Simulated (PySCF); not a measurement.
Se(I)(NH2) (H2INSe), SMILES N[Se]I. The structure is a stationary point at B3LYP-D3(BJ)/def2-SVP. The def2 effective core potentials stand for the cores of I; spin–orbit coupling is left out. One conformer was computed; it need not be the lowest.

### Question
Give the equilibrium geometry at B3LYP-D3(BJ)/def2-SVP (PySCF confirms it by a frequency run) as a Z-matrix, and its point group. (Estimate from the structure and the level; the computed values follow.)

### Answer
One answer among several that fit: point group Cs.
```
N
H 1 1.0182
H 1 1.0182 2 112.46
Se 1 1.8002 2 116.23 3 -137.46
I 4 2.6289 1 106.33 2 67.93
```
